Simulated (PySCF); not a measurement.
SMILES C=[C]C=C, doublet, PBE0/def2-SVP optimised geometry. Atoms within 1.6 Å of the plane z = 0.0 Å (x, y, z in Å): C1 (1.99, 0.00, 0.00), C2 (0.69, 0.00, 0.00), C3 (-0.66, 0.00, 0.00), C4 (-1.49, 0.68, 0.89), H5 (2.57, -0.74, 0.56), H6 (2.57, 0.74, -0.56), H7 (-1.14, -0.60, -0.79), H9 (-2.57, 0.61, 0.81).

Calculation: unrestricted PBE0/def2-TZVP run with PySCF. Cells within 0.4 Å of a nucleus heavier than hydrogen are left out (blank, or x).

Map of the Laplacian of the electron density (e/bohr⁵) on the plane z = 0.0 Å:

```
|555555555555555555555555555|
|555555555555555555555555555|
|555555555555555555555555555|
|555555555555555555555555555|
|555555555555555555555555555|
|555555555555555555555555555|
|555555555555555555555555555|
|555555555555555555555555555|
|555555555555555555555555555|
|555555555555555555555555555|
|555555556666666666666555555|
|555555566666666666656655555|
|555555566659543x44x36655555|
|55555555665xx1xx01xx6655555|
|55555555665x543x44x36655555|
|555555555666666666656655555|
|555555555566655666666555555|
|555555555555555555555555555|
|555555555555555555555555555|
|555555555555555555555555555|
|555555555555555555555555555|
|555555555555555555555555555|
|555555555555555555555555555|
|555555555555555555555555555|
|555555555555555555555555555|
|555555555555555555555555555|
|555555555555555555555555555|
```
Scale: ten equal steps from -1.24 (start of '0') to 0.915 (end of '9'), in the order '0123456789'; x runs from -5.00 to 5.00, y from -5.00 (bottom) to 5.00 (top).
